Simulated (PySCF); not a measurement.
# Correlation energy of N²⁺ (nitrogen, charge +2)

[He] 2s2 2p1, 2P determinant. Computed with PySCF 2.14 in aug-cc-pCVTZ-DK (7s6p4d2f, 59 functions), with scalar relativity by spin-free X2C-1e. Frozen: 1s2; 3 electrons correlated.

| level | correlation energy (mhartree) |
| --- | --- |
| CCSD | -84.72 |
| (T) | -1.07 |
| CCSD(T) | -85.79 |
| CCSDT | -86.02 |

Diagnostics: T1 = 0.0071, D1 = 0.0134, largest double amplitude 0.136.

Cost of the coupled-cluster step: about 6 core-seconds, for 3 correlated electrons.
